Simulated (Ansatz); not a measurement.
Reaction (SMILES): FC(F)CC(F)(F)F [1,1,1,3,3-pentafluoropropane] → FC(F)[CH]C(F)(F)F + H atom (the C-H bond at the site shown breaks; other sites are not compared here)
Geometries: B3LYP-D3(BJ)/def2-TZVP minima from Ansatz (a quantum-chemistry and plane-wave program), one conformer each, not searched for the lowest.

Wanted: bond dissociation energy (electronic energy difference), in eV. Correlated levels leave the core frozen unless marked. Open shells are spin-unrestricted. Spin-orbit coupling is left out. Non-relativistic. Basis-set limits of correlation are two-point, X^-3; Hartree-Fock from the larger set. [CCSD(T)-MP2]/basis is that difference in the basis named.

Level to compare with: RI-MP2/CBS(cc-pVTZ,cc-pVQZ)+[CCSD(T)-MP2]/cc-pVTZ (Ansatz), 4.92 eV. It is a level with limits of its own, and the differences hold the functionals' basis error too.

Problem. Rank these functionals by how close they come to RI-MP2/CBS(cc-pVTZ,cc-pVQZ)+[CCSD(T)-MP2]/cc-pVTZ, closest first: SVWN5/def2-TZVPD (Ansatz); revPBE/def2-TZVPD (Ansatz); B97M-V/def2-TZVPD (Ansatz).

Solution. B97M-V/def2-TZVPD (meta-GGA with VV10, 4.73 eV, difference -0.19), SVWN5/def2-TZVPD (LDA, 5.17 eV, difference 0.25), revPBE/def2-TZVPD (GGA, 4.48 eV, difference -0.44)
